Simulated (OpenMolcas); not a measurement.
Levels of Br VI by method

| Quantity | Value |
| --- | --- |
| Program | OpenMolcas 26.06 |
| Basis | ANO-RCC-VQZP [7s6p4d2f1g] |
| Scalar Hamiltonian | DKH2, point nucleus |
| Active space | 2 electrons in 9 orbitals (RAS2 4s 4p; RAS3 4d, at most 2 electrons) |
| State averaging | 2S+1 = 3 even, 3 roots; 2S+1 = 1 even, 7 roots; 2S+1 = 3 odd, 3 roots; 2S+1 = 1 odd, 3 roots |
| Spin-orbit coupling | state interaction with AMFI integrals over the reference wave functions, term energies averaged over their components |

Methods on the same reference wave functions:
A. RASSCF
B. SS-RASPT2, IPEA 0.25 Eh, imaginary shift 0.1 Eh (closed shells correlated: 3d)
C. MS-RASPT2, IPEA 0.25 Eh, imaginary shift 0.1 Eh (closed shells correlated: 3d)

Energies in cm⁻¹ above 4s² ¹S₀, the measured ground level; measured values from Moore, Atomic Energy Levels, vol. II, NSRDS-NBS 35 (1971 reprint of NBS Circular 467, 1952).

| Level | A | B | C | Measured |
| --- | --- | --- | --- | --- |
| 4s² ¹S₀ | 0.0 | 0.0 | 0.0 | 0.0 |
| 4s 4p ³P°₀ | 99900 | 101469 | 101502 | 104316 |
| 4s 4p ³P°₁ | 101820 | 103381 | 103414 | 106431 |
| 4s 4p ³P°₂ | 106117 | 107686 | 107719 | 111336 |
| 4s 4p ¹P°₁ | 153251 | 152256 | 152289 | 151274 |
| 4p² ³P₀ | 241186 | 242436 | 242467 | 244136 |
| 4p² ¹D₂ | 242139 | 244071 | 244103 |  |
| 4p² ³P₁ | 243892 | 245197 | 245230 | 247406 |
| 4p² ³P₂ | 249097 | 250542 | 250575 | 253892 |

Deviations, from unrounded energies. A percentage is the sum of absolute deviations over the sum of measured energies, with the sign that they share, or ± where signs differ.

```csv
Against measurement,Levels,A,B,C
mean absolute deviation (cm-1),7,3900,2500,2500
other configurations (%),7,±2.3,±1.5,±1.4
```

B, C lie about equally close to measurement and A furthest from it. The largest miss of C in the table is 4s 4p ³P°₂, by -3600 cm-1. The ranking rests on the paired levels alone, and a cruder setting can come out closer through cancelling errors.

Between B and C the level of the table that moves most is 4p² ¹D₂, by 33 cm-1 (lowest in B, highest in C).

The lowest spin-free term lies below A's lowest term by 0.071 hartree in B, 0.071 hartree in C.

Active for correlation alone: 4d; no level in the range computed is led by a configuration that fills it, so any true level of that kind is missing. Some terms mix strongly with configurations of 4d, whose occupation reaches 0.18 (4p² ¹D). Computed and measured levels are paired by configuration, term and J; levels that our copy of the source lacks, or whose pairing is in doubt (as where it misses far off the trend of its configuration), stay unpaired and out of the deviations. Only configurations of the active space appear. Levels that lie high or do not pair safely by name in every column are left out.

° marks odd parity.
